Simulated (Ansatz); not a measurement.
CHBO2S from Hartree–Fock to CCSD(T)

```xyz
6

O    -2.783   -0.164   -1.477
C    -1.678   -0.216   -1.285
O    -0.351    0.542    1.698
B     0.469    0.215    0.876
S     1.659   -0.265   -0.335
H     2.684   -0.111    0.524
```

Charge 0, multiplicity 1. The bonds changed during the relaxation, so this is another structure than the one it started from. The geometry is a stationary point of PBE0-D4/def2-TZVP. It is one conformer, not always the lowest. Frozen core, restricted reference, Ansatz 0.2.0. CBS rows extrapolate triple and quadruple zeta; past MP2 they add the triple-zeta difference.

```json
{"basis": "def2-SVP", "HF (Eh)": "-610.17179", "MP2 corr.": "-0.68239", "CCSD corr.": "-0.70666", "(T)": "-0.02492", "CCSD(T) total": "-610.90337"}
{"basis": "def2-TZVPP", "HF (Eh)": "-610.56797", "MP2 corr.": "-0.85339", "CCSD corr.": "-0.87239", "(T)": "-0.04130", "CCSD(T) total": "-611.48166"}
{"basis": "def2-QZVPP", "HF (Eh)": "-610.58863", "MP2 corr.": "-0.91992", "CCSD corr.": "–", "(T)": "–", "CCSD(T) total": "–"}
{"basis": "CBS(def2)", "HF (Eh)": "-610.59147", "MP2 corr.": "-0.96920", "CCSD corr.": "-0.98820", "(T)": "as TZ", "CCSD(T) total": "-611.62097"}
```
